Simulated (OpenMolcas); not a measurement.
# Ar III: effect of the active space

```
Program             : OpenMolcas
Method              : SS-CASPT2 or its RAS form, IPEA 0.25 Eh, imaginary shift 0.1 Eh
Basis               : ANO-RCC-VTZP
Scalar Hamiltonian  : DKH2, point nucleus
Spin-orbit coupling : RASSI with atomic mean-field integrals over the reference wave functions, term energies averaged over their components
```

A. 4 electrons in 3 orbitals (3p); 2S+1 = 3 even, 3 roots; 2S+1 = 1 even, 6 roots; closed shells correlated: 2s 2p 3s; CASPT2 step of the order of 0.6 core-seconds
B. 6 electrons in 4 orbitals (3s 3p); 2S+1 = 3 even, 3 roots; 2S+1 = 1 even, 6 roots; 2S+1 = 3 odd, 3 roots; 2S+1 = 1 odd, 3 roots; closed shells correlated: 2s 2p; CASPT2 step roughly 1.4 core-seconds
C. 6 electrons in 8 orbitals (3s 3p 4s 4p); 2S+1 = 3 even, 3 roots; 2S+1 = 1 even, 6 roots; 2S+1 = 3 odd, 3 roots; 2S+1 = 1 odd, 3 roots; closed shells correlated: 2s 2p; CASPT2 step roughly 5 core-seconds
D. 6 electrons in 9 orbitals (RAS2 3s 3p; RAS3 3d, at most 2 electrons); 2S+1 = 3 even, 3 roots; 2S+1 = 1 even, 7 roots; 2S+1 = 3 odd, 3 roots; 2S+1 = 1 odd, 3 roots; closed shells correlated: 2s 2p; CASPT2 step about 8 core-seconds

Energies in eV above 3s2 3p4 3P2, the measured ground level; measured values from Saloman, J. Phys. Chem. Ref. Data 39, 033101 (2010).

```json
{"Level": "3s2 3p4 3P2", "A": "0.0000", "B": "0.0000", "C": "0.0000", "D": "0.0000", "Measured": "0.0000"}
{"Level": "3s2 3p4 3P1", "A": "0.1281", "B": "0.1281", "C": "0.1259", "D": "0.1237", "Measured": "0.1379"}
{"Level": "3s2 3p4 3P0", "A": "0.1827", "B": "0.1825", "C": "0.1794", "D": "0.1767", "Measured": "0.1947"}
{"Level": "3s2 3p4 1D2", "A": "1.807", "B": "1.805", "C": "1.839", "D": "1.808", "Measured": "1.7370"}
{"Level": "3s2 3p4 1S0", "A": "4.373", "B": "4.169", "C": "4.239", "D": "4.206", "Measured": "4.1244"}
```

Deviations, from unrounded energies. A percentage is the sum of absolute deviations over the sum of measured energies, with the sign that they share, or ± where signs differ.

| Against measurement | Levels | A | B | C | D |
| --- | --- | --- | --- | --- | --- |
| mean absolute deviation (cm-1) | 4 | 690 | 270 | 490 | 370 |
| fine structure of the ground term (%) | 2 | -6.6 | -6.6 | -8.2 | -9.7 |
| other terms of the ground configuration (%) | 2 | +5.4 | +1.9 | +3.7 | +2.6 |

B lies closest to measurement on these levels and A furthest from it. The largest miss of B in the table is 3s2 3p4 1D2, by +550 cm-1. The ranking rests on the paired levels alone, and a cruder setting can come out closer through cancelling errors.

Among A to D the level of the table that moves most is 3s2 3p4 1S0, by 1600 cm-1 (lowest in B, highest in A). Moves below CASPT2's spread within the term are not significant.

CASPT2 breaks the degeneracy within a term, and the mean is taken; among the terms shown or strongly mixed into the levels shown the widest spread is 170 cm-1 (3s2 3p4 1D, B). Over all roots computed the reference weight is 0.88 to 0.96 in B, 0.87 to 0.96 in C; the roots of lowest weight are the least certain, and an intruder state may touch them. With the s shell closed, the reference lacks s² → p² mixing (holds for A). Active for correlation alone: 4p 4s; no level in the range computed is led by a configuration that fills them, so any true level of that kind is missing (holds for C). Active for correlation alone: 3d; no level in the range computed is led by a configuration that fills it, so any true level of that kind is missing (holds for D). Measured partners are found by configuration, term and J. A level has none where our copy of the source lacks it or the pairing is in doubt (some pairs that miss far off the trend of their configuration count as doubtful), and it then counts in no deviation. Only configurations of the active space appear. The table leaves out levels that lie high or whose names do not pair safely across all columns.
